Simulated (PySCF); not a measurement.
PySCF 2.14 output of an unrestricted PBE calculation on a single atom or ion in aug-cc-pwCVTZ, with no relativity, point nucleus:

```
SCF conv_tol = 1e-09
number electrons alpha = 15  beta = 12
    J. P. Perdew, K. Burke, and M. Ernzerhof.,  Phys. Rev. Lett. 77, 3865 (1996)
    J. P. Perdew, K. Burke, and M. Ernzerhof.,  Phys. Rev. Lett. 78, 1396 (1997)
    J. P. Perdew, K. Burke, and M. Ernzerhof.,  Phys. Rev. Lett. 77, 3865 (1996)
    J. P. Perdew, K. Burke, and M. Ernzerhof.,  Phys. Rev. Lett. 78, 1396 (1997)
cycle= 1 E= -1507.52548374579  delta_E= -0.0211  |g|= 0.175  |ddm|= 0.617
cycle= 2 E= -1507.51271806578  delta_E= 0.0128  |g|= 0.372  |ddm|= 0.844
cycle= 3 E= -1507.53090585351  delta_E= -0.0182  |g|= 0.0321  |ddm|= 0.208
cycle= 4 E= -1507.53109064016  delta_E= -0.000185  |g|= 0.000639  |ddm|= 0.0214
cycle= 5 E= -1507.53109071517  delta_E= -7.5e-08  |g|= 0.000164  |ddm|= 0.00986
cycle= 6 E= -1507.53109072019  delta_E= -5.02e-09  |g|= 1.08e-05  |ddm|= 0.00168
cycle= 7 E= -1507.53109072021  delta_E= -2.46e-11  |g|= 4.46e-07  |ddm|= 1.53e-05
converged SCF energy = -1507.53109072021  <S^2> = 3.7504077  2S+1 = 4.0002038
```

The run itself started from symmetry-adapted Hartree-Fock orbitals and held the occupation by maximum overlap, on a logarithmic radial grid, so the iterations belong to that start.

Task: Which element, charge and spin multiplicity is this?

Result: Ni⁺ (nickel, charge +1), multiplicity 4; the state was [Ar] 3d8 4p1, one real determinant (an excited configuration).

⟨L²⟩ = 14.01 against 20 for a pure G term, so this real determinant mixes terms.
